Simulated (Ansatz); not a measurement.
The lowest singlet and triplet of O3 (SMILES O=[O+][O-]); geometries from B3LYP-D3(BJ)/def2-TZVP, each state relaxed from the structure named, with no frequency check.
Singlet (charge 0, multiplicity 1):
```csv
atom,x (Å),y (Å),z (Å)
O,-1.0705,-0.2409,0.0000
O,-0.0106,0.4284,0.0000
O,1.0811,-0.1875,0.0000
```
Triplet (charge 0, multiplicity 3):
| atom | x (Å) | y (Å) | z (Å) |
|---|---|---|---|
| O | -1.1657 | -0.2101 | 0.0000 |
| O | -0.0083 | 0.3673 | 0.0000 |
| O | 1.1740 | -0.1573 | 0.0000 |

```tsv
level	gap E(singlet) − E(triplet), adiabatic (kcal/mol)	cost
R-SVWN5/def2-TZVPP	-28.64	×0.4
U-SVWN5/def2-TZVPP	-28.64	×0.5
R-PBE/def2-TZVPP	-24.77	×1
U-PBE/def2-TZVPP	-24.77	×1
R-r2SCAN/def2-TZVPP	-20.87	×2
U-r2SCAN/def2-TZVPP (spin-contaminated)	-20.97	×3
R-B3LYP/def2-TZVPP	-22.35	×0.5
U-B3LYP/def2-TZVPP (spin-contaminated)	-23.34	×1
R-PBE0/def2-TZVPP	-23.12	×0.7
U-PBE0/def2-TZVPP (spin-contaminated)	-25.50	×1
R-BHLYP/def2-TZVPP	-12.67	×1
U-BHLYP/def2-TZVPP (spin-contaminated)	-25.86	×2
R-wB97X-V/def2-TZVPP	-25.06	×3
U-wB97X-V/def2-TZVPP (spin-contaminated)	-28.11	×6
R-wB97M-V/def2-TZVPP	-26.89	×6
U-wB97M-V/def2-TZVPP (spin-contaminated)	-28.84	×8
R-B2PLYP/def2-TZVPP	-40.46	×2
U-B2PLYP/def2-TZVPP (spin-contaminated)	-27.91	×3
R-CCSDT/cc-pVDZ	-44.07	-
R-CCSDT(Q)/cc-pVDZ	-46.80	×20
SA-CASSCF(12,9)/cc-pVDZ	-43.25	-
SA-CASSCF(12,9)/cc-pVTZ	-45.35	-
SA-CASSCF(12,9)/cc-pVQZ	-46.11	-
SC-NEVPT2 on SA-CASSCF(12,9)/cc-pVDZ	-34.32	-
SC-NEVPT2 on SA-CASSCF(12,9)/cc-pVTZ	-35.46	-
SC-NEVPT2 on SA-CASSCF(12,9)/cc-pVQZ	-36.33	-
FIC-NEVPT4(SD) on SA-CASSCF(12,9)/cc-pVDZ	-33.40	-
FIC-NEVPT4(SD) on SA-CASSCF(12,9)/cc-pVTZ	-35.02	-
FIC-NEVPT4(SD) on SA-CASSCF(12,9)/cc-pVQZ	-36.02	-
FIC-MRCISD+Q on SA-CASSCF(12,9)/cc-pVDZ	-33.60	-
FIC-MRCISD+Q on SA-CASSCF(12,9)/cc-pVTZ	-35.77	-
FIC-MRCISD+Q on SA-CASSCF(12,9)/cc-pVQZ	-36.98	-
```

The rows run from -46.80 (R-CCSDT(Q)/cc-pVDZ) to -12.67 kcal/mol (R-BHLYP/def2-TZVPP). The 9 R-functionals in def2-TZVPP without D3 or D4 span 27.79, from R-B2PLYP to R-BHLYP.

A positive gap puts the triplet lower; no zero-point energy. R- takes a restricted singlet. U- takes an unrestricted singlet (broken symmetry where lower, unprojected). The triplet is unrestricted in single-reference levels. Active spaces average the two states.

Correlated levels freeze the cores.

Doubts at one or more of the structures used: a restricted determinant that unrestricted orbitals would lower (R-r2SCAN/def2-TZVPP, R-B3LYP/def2-TZVPP, R-PBE0/def2-TZVPP, R-BHLYP/def2-TZVPP, R-wB97X-V/def2-TZVPP, R-wB97M-V/def2-TZVPP, R-B2PLYP/def2-TZVPP, R-CCSDT/cc-pVDZ, R-CCSDT(Q)/cc-pVDZ); other coupled-cluster roots lie near (R-CCSDT/cc-pVDZ, R-CCSDT(Q)/cc-pVDZ).

Run with Ansatz (Gaussian orbitals). Values without a source in brackets are computed.

Costs are rough ratios of core time to R-PBE/def2-TZVPP (about 6 s over the structures, on one shared machine); a dash marks a level with no comparable run of its own.

Ansatz is an electronic-structure program.
